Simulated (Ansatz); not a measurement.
Name a neutral molecule of B, N, Si and H with LUMO energy (PBE/def2-TZVPP) between -2.70 and -2.40 eV and LUMO energy (ωB97M-V/def2-TZVPP) between -0.05 and 0.25 eV (Ansatz, PBE0-D4/def2-TZVP geometry).

`BB(N)[SiH3]` (-2.66 eV, 0.12 eV). Other molecules can fit too; these were computed, each in one conformer that needn't be the lowest.
